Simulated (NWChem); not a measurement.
System: C4H12Sn; SMILES [CH3][Sn]([CH3])([CH3])[CH3]

The following NWChem deck was run.

```
start job
memory heap 200 mb stack 900 mb global 1100 mb
geometry units angstroms
  C     -0.308692    -1.522493    -1.549691
  Sn     0.000020     0.000024     0.000022
  C     -0.064893     1.994617    -0.912200
  C     -1.580734    -0.165228     1.512877
  C      1.954356    -0.306943     0.949260
  H     -1.270244    -1.385330    -2.029972
  H     -0.280381    -2.515949    -1.115719
  H      0.464019    -1.455112    -2.306682
  H      0.086861     2.760514    -0.159564
  H     -1.024436     2.163694    -1.386507
  H      0.709804     2.093595    -1.663274
  H     -2.554623    -0.016960     1.061631
  H     -1.563473    -1.146030     1.973731
  H     -1.443801     0.581812     2.287002
  H      2.006454    -1.288249     1.402854
  H      2.748559    -0.228131     0.216392
  H      2.123682     0.438055     1.718001
end
basis spherical
  * library def2-svp
end
ecp
  Sn library def2-ecp
end
dft
  xc xpbe96 cpbe96
  disp vdw 4
  iterations 150
end
driver
  maxiter 120
end
task dft optimize
```

NWChem printed, in part:

```
             Northwest Computational Chemistry Package (NWChem) 7.3.0
             --------------------------------------------------------

 C1  symmetry detected

                             Geometry "geometry" -> ""
                             -------------------------

 Output coordinates in angstroms (scale by  1.889725989 to convert to a.u.)

  No.       Tag          Charge          X              Y              Z
 ---- ---------------- ---------- -------------- -------------- --------------
    1 C                    6.0000    -1.20424568    -1.38787735     1.19939562
    2 Sn                  50.0000    -0.00002300     0.00001280    -0.00001264
    3 C                    6.0000     1.40994471    -1.13791954    -1.23769798
    4 C                    6.0000    -1.31959574     1.18376818    -1.29317645
    5 C                    6.0000     1.11366474     1.34224231     1.33146408
    6 H                    1.0000    -1.76121800    -2.05951391     0.55693788
    7 H                    1.0000    -1.90822036    -0.84172999     1.81764374
    8 H                    1.0000    -0.56766692    -1.98194038     1.84477493
    9 H                    1.0000     2.01472410    -0.46666611    -1.83748891
   10 H                    1.0000     0.87653897    -1.80714324    -1.90244971
   11 H                    1.0000     2.06985368    -1.72959200    -0.61439381
   12 H                    1.0000    -1.87909943     0.53666786    -1.95822001
   13 H                    1.0000    -2.02397965     1.75242291    -0.69724690
   14 H                    1.0000    -0.73978764     1.87528975    -1.89459928
   15 H                    1.0000     0.43398374     1.91069202     1.95301203
   16 H                    1.0000     1.77215511     0.77450076     1.97809010
   17 H                    1.0000     1.71525810     2.03509081     0.75466046

 Effective nuclear repulsion energy (a.u.)     510.1320291462

                                Z-matrix (autoz)
                                --------

 Units are Angstrom for bonds and degrees for angles

[...]

      ----------------------
      Optimization converged
      ----------------------

  Step       Energy      Delta E   Gmax     Grms     Xrms     Xmax
  ---- ---------------- -------- -------- -------- -------- --------
@    3    -373.58417888 -4.2D-06  0.00008  0.00004  0.00096  0.00157
                                     ok       ok       ok       ok

                                Z-matrix (autoz)
                                --------

 Units are Angstrom for bonds and degrees for angles

[...]
```

Level: PBE-D3(BJ)/def2-SVP with def2 effective core potentials on Sn. Not confirmed as a minimum by frequencies. def2 effective core potentials on Sn; no spin-orbit coupling.
